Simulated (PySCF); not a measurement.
Work out the structure from these simulated measurements.

Elements present: C, H, N and P. Monoisotopic mass: 116.0503 u.

| Quantity | Value |
| --- | --- |
| Polarisability | 88.8 au [PBE0/def2-SVPD] |
| UV, first state | lowest singlet excitation: 3.86 eV (321 nm, f = 0.030) [TDDFT PBE0/def2-SVPD] |
| NMR, other nuclei | isotropic shieldings of nuclei other than C and H, by class: 210 (2 N), 256 (1 P) ppm [GIAO PBE0/pcSseg-1] |
| 13C NMR | chemical shifts (computed TMS as zero) by class: 128.7 (2 C), 40.2 (2 C) ppm [GIAO PBE0/pcSseg-1] |
| Dipole | 1.19 D [PBE0/def2-SVPD] |
| Rotational structure | rotational constants A, B, C: 4.184, 1.858, 1.471 GHz [GFN2-xTB] |

Electronic properties: PySCF, gas phase, density fitting. Levels stand in brackets. The structure is a single GFN2-xTB conformer in the gas phase; no vibrational or solvent corrections. NMR classes are plain means over equivalent atoms (diastereotopic ones count apart unless rotation or inversion swaps them), as if these changed places fast.

Problem. Which formula fits the mass and the elements?

Solution. C4H9N2P (calculated 116.0503). No other formula that holds each of these elements comes within 0.0003 u with a fitting electron parity and a possible valence count.

Problem. What is the compound? Reason from the data.

Solution. Numbering: `[CH3:1][N:2]1[CH:3]=[CH:4][N:5]([CH3:6])[PH:7]1`. 4 carbons fall into 2 classes; from least to most shielded: vinylic carbon bearing nitrogen [C3/C4] (128.7 ppm, 2 C), N-methyl carbon [C1/C6] (40.2 ppm, 2 C). The other shieldings belong to: 210 ppm, nitrogen bonded to 2 C and P [N2/N5]; 256 ppm, three-coordinate phosphorus [P7]. The optimised geometry has point group Cs and is an asymmetric top. Structure: `CN1C=CN(C)P1`. Computed isomers that give other values at the same levels: `CP(N)CCC#N` (13C chemical shifts (computed TMS as zero) by class: 126.3 (1 C), 33.0 (1 C), 16.9 (1 C), 5.2 (1 C) ppm). The assignments are read from this structure; whether some other isomer fits the data as well wasn't checked.
